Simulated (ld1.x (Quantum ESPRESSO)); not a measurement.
## tin (Sn), TM: configuration errors across variants

```json
{"Element": "tin", "Generator": "ld1.x (Quantum ESPRESSO) 7.5", "Type": "norm-conserving Troullier–Martins (Kleinman–Bylander form)", "Functional": "PBE", "Relativity": "scalar-relativistic", "Frozen core": "[Kr] 4d10", "Valence charge": "4", "Reference configuration": "5s2 5p1 (charge +1)", "Partial waves": "5s (bound): rc 1.70 bohr; 5p (bound): rc 2.05 bohr; 5d channel at 0.05 Ry: rc 2.00 bohr", "Local potential": "all-electron potential smoothed inside 1.55 bohr (lloc = -2)", "Core correction": "a·sin(br)/r model core, default radius (core density twice the valence density)"}
```

All-electron excitation energies from the reference (eV): (1) 5s2 5p2 -6.875; (2) 5s2 5p0 13.952; (3) 5s1 5p0 44.924; (4) 5s0 5p4 7.311; (5) 5s2 5p1.5 -4.259; (6) 5s1 5p3 0.104; (7) 5s1 5p2 7.649.

The default core radius of the base comes out at 1.78 bohr.

3 further variants failed, have other tests or another functional or relativity, and are left out.

A true bound ghost makes a file unfit for plane-wave use even where its test errors are small: the radial tests pick states by their node count and pass the ghost by.

Errors AE − PS in meV (a dash: test not solved or not reliable):

```csv
change,(1),(2),(3),(4),(5),(6),(7),bound ghosts
base,-0.9,-18,-170,-42,-0.2,-7.4,-14,"d, s"
wave 5d channel at 0.05 Ry: rc 2.00 bohr becomes 5d channel at 0.05 Ry: rc 1.30 bohr,-0.9,-18,-170,-42,-0.2,-7.4,-14,"d, s"
wave 5d channel at 0.05 Ry: rc 2.00 bohr becomes 5d channel at 0.04 Ry: rc 2.00 bohr,-0.9,-18,-170,-42,-0.2,-7.4,-14,"d, s"
local potential the s channel,-4.6,-27,-241,-44,-1.4,-7.7,-17,d
wave 5p (bound): rc 2.05 bohr becomes 5p (bound): rc 1.82 bohr,-0.1,-17,-173,-28,0.0,-3.8,-11,"d, s"
local potential all-electron potential smoothed inside 2.10 bohr (lloc = -2),-3.5,-26,-235,-43,-1.1,-7.6,-16,d
core correction none,+21,+66,+569,+105,+9.0,+42,+22,"d, s"
"all radii but the core radius scaled by about 1.08 (s 1.84, p 2.20, d 2.16 bohr); local potential all-electron potential smoothed inside 1.66 bohr (lloc = -2)",-2.6,-24,-217,-43,-0.8,-7.7,-16,d
local potential all-electron potential smoothed inside 0.86 bohr (lloc = -2),-4.3,-26,-237,-44,-1.3,-7.6,-17,"s, p, d"
```

**Question.** Give the same row for: wave 5s (bound): rc 1.70 bohr becomes 5s (bound): rc 2.54 bohr.

**Answer.** -0.1, -14, -156, -77, +0.1, -15, -21; bound ghosts: d, s.
